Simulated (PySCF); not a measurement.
Compound: C₇H₇FO.
SMILES: `Oc1ccc(CF)cc1`

Vertical excitations from PySCF (density fitting, frozen core in the response, grid level 2 and gas phase unless stated; continuum runs use non-equilibrium linear response for the excitations) on a GFN2-xTB geometry. Reference run:

```
                              settings    S1, eV (f)    S2, eV (f)    S3, eV (f)    S4, eV (f)    S5, eV (f)    S6, eV (f)  T1, eV (Tamm–Dancoff)  mean α (au)
PBE0/def2-SVPD, full TDDFT, 6 singlets  5.08 (0.033)  5.86 (0.001)  5.87 (0.099)  6.46 (0.000)  6.92 (0.041)  6.92 (0.527)                   3.96         85.0
```

Q: What do these settings give: (1) PBE/cc-pVDZ, IEF-PCM methanol, fitting basis def2-qzvpp-jkfit, start guess atom, full TDDFT, 1 singlet; (2) PBE0/6-31++G**, IEF-PCM methanol, start guess sap, full TDDFT, 3 singlets?

A: 
```csv
settings,"S1, eV (f)","S2, eV (f)","S3, eV (f)","S4, eV (f)","S5, eV (f)","S6, eV (f)","T1, eV (Tamm–Dancoff)",mean α (au)
"PBE/cc-pVDZ, IEF-PCM methanol, fitting basis def2-qzvpp-jkfit, start guess atom, full TDDFT, 1 singlet",4.73 (0.045),–,–,–,–,–,3.86,101.6
"PBE0/6-31++G**, IEF-PCM methanol, start guess sap, full TDDFT, 3 singlets",5.08 (0.054),5.59 (0.001),5.80 (0.123),–,–,–,3.99,111.4
```

(1) S1 moves by -0.35 eV; functional, basis and environment change together, so the shift can't be laid on one. (2) S1 stays within 0.01 eV; basis and environment change together, so the shift can't be laid on one. States are counted by energy in each run and needn't keep their character from row to row.

All basis functions are spherical, in the Pople sets too.

Q: Which orbital pairs make up S1 in each run, and how does it sit against the orbital gap?

A: 
```csv
settings,S1 configurations (weight),S1 (eV),orbital gap (eV),S1 − gap (eV)
"PBE0/def2-SVPD, full TDDFT, 6 singlets","H→L 0.83, H−1→L+1 0.15",5.08,6.11,-1.03
"PBE/cc-pVDZ, IEF-PCM methanol, fitting basis def2-qzvpp-jkfit, start guess atom, full TDDFT, 1 singlet","H→L 0.87, H−1→L+1 0.11",4.73,4.19,+0.54
"PBE0/6-31++G**, IEF-PCM methanol, start guess sap, full TDDFT, 3 singlets","H→L 0.85, H−1→L+1 0.12",5.08,6.12,-1.04
```

The species at its GFN2-xTB geometry (one conformer only).

Shape of the structure used: `[OH:1][c:2]1[cH:3][cH:4][c:5]([CH2:6][F:7])[cH:8][cH:9]1`: C4–C5–C6–F7 180°, H–O1–C2–C3 0°.
